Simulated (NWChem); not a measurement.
System: CH3BeBrO; SMILES C[O][Be][Br]

NWChem input:

```
start job
memory heap 200 mb stack 900 mb global 1100 mb
geometry units angstroms
  Be     0.003905    -0.530394    -0.000403
  Br     0.001919     1.439713    -0.000606
  O      0.004278    -1.923894     0.000256
  C     -0.004143    -3.308489    -0.000037
  H      0.970158    -3.715246     0.352048
  H     -0.799843    -3.704777     0.669684
  H     -0.189845    -3.708059    -1.022078
end
basis spherical
  Be library def2-svp
  Br library def2-svp
  O library def2-svp
  C library def2-svp
  H library def2-svp
end
dft
  xc becke88 lyp
  iterations 150
end
driver
  maxiter 120
end
task dft optimize
task dft freq
```

This build's default masses of Se (78.918 u) and Br (79.917 u) are each other's, which moves their modes by up to 0.6 %.

The level has its own optimisation; frequencies are unscaled.

Task: What results follow from this input? (BLYP/def2-SVP.) Quantities: r Be–Br (Å); r Be–O (Å); r C–O (Å); r C–H (Å); highest harmonic frequency (cm⁻¹); lowest (cm⁻¹); zero-point energy (kcal/mol); dipole (D).

Result: 
```json
{
 "r Be–Br (Å)": "1.977",
 "r Be–O (Å)": "1.394",
 "r C–O (Å)": "1.396",
 "r C–H (Å)": "1.113",
 "highest harmonic frequency (cm⁻¹)": "2982",
 "lowest (cm⁻¹)": "62",
 "zero-point energy (kcal/mol)": "27.3",
 "dipole (D)": "2.47"
}
```
